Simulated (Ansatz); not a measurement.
A structure relaxed at PBE0-D4/def2-TZVP, charge 0, multiplicity 1:

Cartesian coordinates in Å:
```
Si -0.429 0.431 1.228
Ge 0.208 -0.733 -0.735
S 1.877 0.182 -1.843
S -0.107 0.384 -2.607
H -1.863 0.171 1.510
H 0.393 -0.046 2.369
H -0.188 1.867 0.959
H 0.109 -2.256 -0.881
```

Q: Give its formula and SMILES.

A: GeH4S2Si, `[SiH3][GeH]1[S][S]1`.

Q: Point group (tolerance 0.08 Å, 0.16 Å for H)?

A: Cs.

Q: Summarise the bond lengths by kind.

A: 1 × Ge–Si 2.369 Å; 3 × H–Si 1.481 to 1.485 Å; 2 × Ge–S 2.202 Å; 1 × Ge–H 1.534 Å; 1 × S–S 2.136 Å.

Program: Ansatz 0.2.0.
